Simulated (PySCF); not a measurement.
OSr, SMILES [O]=[Sr]. Coordinates come from a B3LYP-D3(BJ)/def2-TZVPD optimisation. The def2 effective core potentials stand for the cores of Sr; spin–orbit coupling is left out.

These are PySCF with B3LYP-D3(BJ)/def2-TZVPD values and carry that method's errors.

Harmonic wavenumbers (cm⁻¹): 667. Rotational constants (GHz): 9.943 (linear); symmetry number 1.

Problem. Work out the zero-point energy and the ideal-gas rigid-rotor harmonic-oscillator thermochemistry at 298.15 K and 1 atm.

Solution. ZPE = ½ Σ hcν = ½ × 667 cm⁻¹ = 3.99 kJ/mol. H − E(el) = 13.00 kJ/mol. Entropy in J/(mol K): translation 166.62, rotation 61.84, vibration 1.46, total 229.92. G − E(el) = -55.55 kJ/mol. Cp = 32.84 J/(mol K).
